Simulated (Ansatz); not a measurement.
The HOMO–LUMO gap down a group: C to Ge

Gas-phase molecules, one atom swapped for its congeners: Si(CF3)F3; Si(SiF3)F3 (hexafluorodisilane); Si(GeF3)F3. All are singlets with charge 0.

Shapes, held fixed at every level: PBE0-D4/def2-TZVP. Programs: Ansatz 0.2.0. Values in eV.

| level | Si(CF3)F3 | Si(SiF3)F3 | Si(GeF3)F3 |
| --- | --- | --- | --- |
| SPW92/def2-TZVPP | 8.31 | 6.99 | 6.88 |
| B3LYP-D4/def2-TZVPP | 10.68 | 9.11 | 8.95 |
| BHLYP-D4/def2-TZVPP | 13.84 | 11.94 | 11.78 |
| PBE0-D4/def2-TZVPP | 11.22 | 9.52 | 9.39 |
| r2SCAN0-D4/def2-TZVPP | 11.75 | 9.93 | 9.79 |
| wB97X-V/def2-TZVPP | 15.83 | 14.06 | 13.86 |

At wB97X-V/def2-TZVPP the HOMO–LUMO gap falls at every step, from 15.83 to 13.86 eV. Every level shows the same order. Relativity is left out for Ge. Orbital gaps aren't excitation energies, and the LUMO depends on the basis.
